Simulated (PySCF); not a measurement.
Excitations are Tamm–Dancoff values on a coarser integration grid. The basis has no diffuse functions, so Rydberg states are missing or too high.

Cartesian coordinates (Å):
SMILES: [CH3][Ga]([CH3])[CH3]
```xyz
13

C     -1.8645    -0.6185     0.1258
Ga     0.0051     0.0041     0.0014
C      1.4757    -1.3129     0.0065
C      0.3948     1.9349    -0.1290
H     -2.5712     0.1946     0.3029
H     -1.9776    -1.3594     0.9226
H     -2.1505    -1.1157    -0.8073
H      1.9090    -1.3687     1.0114
H      2.2818    -1.0180    -0.6702
H      1.1397    -2.3167    -0.2621
H      0.0156     2.3267    -1.0788
H     -0.1170     2.4884     0.6639
H      1.4623     2.1568    -0.0745
```
Charge 0, multiplicity 1.

Problem. Predict the HOMO, dipole moment, T1 excitation (TDA), total energy, S1 excitation (TDA), LUMO, brightest of the four lowest singlets (TDA) and HOMO–LUMO gap from PBE-D3(BJ)/def2-TZVP // ωB97X-D3(BJ)/def2-TZVP in PySCF 2.14.0.

Solution. 
```
Quantity                                             Value
-------------------------------------------  -------------
HOMO                                              -6.21 eV
dipole moment                                       0.00 D
T1 excitation (TDA)                                4.70 eV
total energy                                 -2044.1739 Ha
S1 excitation (TDA)                                4.99 eV
LUMO                                              -1.32 eV
brightest of the four lowest singlets (TDA)        6.31 eV
HOMO–LUMO gap                                      4.88 eV
```
